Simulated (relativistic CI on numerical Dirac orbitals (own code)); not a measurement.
**Sensitivity of the levels of Ne⁶⁺ to α**

These numbers are calculated, not measured: Dirac-Coulomb-Breit CI, KLI orbitals optimised for each configuration, derivatives by finite differences, unscaled Slater integrals, QED left out (own radial code, finite nucleus).

Configuration list (outside the closed core 1s2): 2s2, 2s 2p, 2p2, 2p 3s, 2p 3p, 2s 3s, 2s 3p, 2s 3d. Levels of other configurations are missing.

With x = (α/α₀)² − 1 an excitation energy changes as ω = ω₀ + qx; K = 2q/ω₀ is the relative enhancement. Terms are leading LS components, so labels can repeat.

Lowest level 2s2 1S_0.

| Level | ω₀ (cm⁻¹) | q (cm⁻¹) |
| --- | --- | --- |
| 2s 2p 3P°_0 | 112493 | 626.8 |
| 2s 2p 3P°_1 | 112935 | 1066 |
| 2s 2p 3P°_2 | 113908 | 2045 |
| 2s 2p 1P°_1 | 227903 | 1731 |
| 2p2 3P_0 | 292232 | 2444 |
| 2p2 3P_1 | 292733 | 2961 |
| 2p2 3P_2 | 293595 | 3810 |
| 2p2 1D_2 | 325873 | 3396 |
| 2p2 1S_0 | 406927 | 3369 |
| 2s 3s 3S_1 | 977002 | 1325 |
| 2s 3s 1S_0 | 997538 | 1422 |
| 2s 3p 1P°_1 | 1027705 | 1842 |
| 2s 3p 3P°_0 | 1029688 | 1527 |
| 2s 3p 3P°_1 | 1029822 | 1676 |
| 2s 3p 3P°_2 | 1030077 | 1917 |
| 2s 3d 3D_1 | 1054432 | 1904 |
| 2s 3d 3D_2 | 1054472 | 1944 |
| 2s 3d 3D_3 | 1054544 | 2017 |
| 2s 3d 1D_2 | 1076025 | 1951 |
| 2p 3s 3P°_0 | 1121628 | 2108 |
| 2p 3s 3P°_1 | 1122131 | 2590 |
| 2p 3s 3P°_2 | 1123221 | 3705 |
| 2p 3s 1P°_1 | 1143942 | 3144 |

At this charge configurations can still be misplaced by up to about 7 % of their energy.

Which transition from the lowest level has the largest |K|?

2s 2p 3P°_2 at 113908 cm⁻¹, K = 0.0359.
